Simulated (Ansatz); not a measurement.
Abridged output of a molecular run in Ansatz:

```
Functional definition: HF
1557 factors; integrals over basis functions are off by at most 1.0e-3 eV
mean field evaluation 1: about -13768.7460 eV, gradient 3.4e1 eV
mean field evaluation 2: about -13768.9985 eV, gradient 3.5e1 eV
mean field evaluation 4: about -13772.3281 eV, gradient 3.6e0 eV
mean field evaluation 8: about -13772.3820 eV, gradient 2.9e-1 eV
mean field -13772.38265270 eV, -506.1257272305 hartree, gradient 2.7e-6 eV, S^2 0.000000; 0 other end points of the search recorded, 0 dependent functions left out
9 core orbitals not correlated: weight in the atoms' cores, before any rotation towards them, 1.000 or more for the frozen orbitals, at most 0.000 for the correlated occupied ones
reference -13772.38265270 eV, -506.1257272305 hartree; 15, 15 occupied and 240, 240 virtual orbitals, 1557 factors
second order -23.66259771 eV of doubles, -0.00000000 eV of singles
cycle   1  -24.21632456 eV  change   -5.5e-1 eV  update   1.1e-1
cycle   2  -24.81723556 eV  change   -6.0e-1 eV  update   3.3e-2
cycle   3  -24.95412584 eV  change   -1.4e-1 eV  update   1.7e-2
cycle   4  -24.94600656 eV  change    8.1e-3 eV  update   4.2e-3
cycle   5  -24.94425863 eV  change    1.7e-3 eV  update   1.7e-3
cycle   6  -24.94506886 eV  change   -8.1e-4 eV  update   4.8e-4
cycle   7  -24.94488396 eV  change    1.8e-4 eV  update   1.6e-4
cycle   8  -24.94484727 eV  change    3.7e-5 eV  update   5.5e-5
cycle   9  -24.94486971 eV  change   -2.2e-5 eV  update   2.4e-5
perturbative correction -0.96219731 eV, -0.0353600989 hartree
Total energy: -13798.28971972 eV, -507.0777943831 hartree
```

Its atoms:

Cartesian coordinates in Å:
```
C -1.329 1.005 -1.275
C -0.591 -0.029 -0.909
F -1.076 -1.275 -1.076
C 0.749 -0.037 -0.281
Si 0.726 -0.593 1.528
H -0.951 2.010 -1.152
H -2.313 0.861 -1.700
H 1.181 0.965 -0.325
H 1.411 -0.710 -0.837
H 0.176 -1.965 1.655
H 2.120 -0.579 2.047
H -0.103 0.348 2.325
```

(1) Which basis set was used?
A. def2-TZVPPD
B. def2-TZVPP
C. def2-SVP
D. def2-SVPD

(2) Write the keys of the input that set method, charge and spin (a neutral closed shell needs none for the last two).

Answers

(1) B. It gives 264 functions.

(2) 
```yaml
correlation: {method: ccsd_t}
```
